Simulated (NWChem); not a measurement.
Molecule: CH4O4Si; SMILES O=CO[SiH](O)O

```xyz
10

O     -0.5632     2.0523    -0.5276
C      0.5815     1.7445    -0.2299
O      0.9921     0.5525     0.2031
Si    -0.0365    -0.8376     0.4855
O     -1.5554    -0.4204    -0.0101
O      0.5920    -2.1311    -0.3350
H      1.4351     2.4655    -0.2951
H      0.1369    -1.1500     1.9250
H     -1.5634     0.5399    -0.2648
H      0.3540    -2.1866    -1.2777
```
Atoms are numbered in this order, from 1.

Computed with NWChem. Structure relaxed at the PBE-D3(BJ)/def2-SVP level. Atomic charges in e: unrestrained fits to the electrostatic potential beside Mulliken populations; buried atoms are poorly determined by the fit.

Problem. Predict the results for B3LYP/def2-SVP. Quantities: ESP O1; Mulliken O1; ESP C2; Mulliken C2; ESP O3; Mulliken O3; ESP Si4; Mulliken Si4; ESP O5; Mulliken O5; relative RMS misfit of the potential (%).

Solution. 
| Item | Result |
|---|---|
| ESP O1 | -0.55 |
| Mulliken O1 | -0.28 |
| ESP C2 | 0.68 |
| Mulliken C2 | 0.29 |
| ESP O3 | -0.58 |
| Mulliken O3 | -0.41 |
| ESP Si4 | 1.21 |
| Mulliken Si4 | 0.86 |
| ESP O5 | -0.77 |
| Mulliken O5 | -0.41 |
| relative RMS misfit of the potential (%) | 21 |
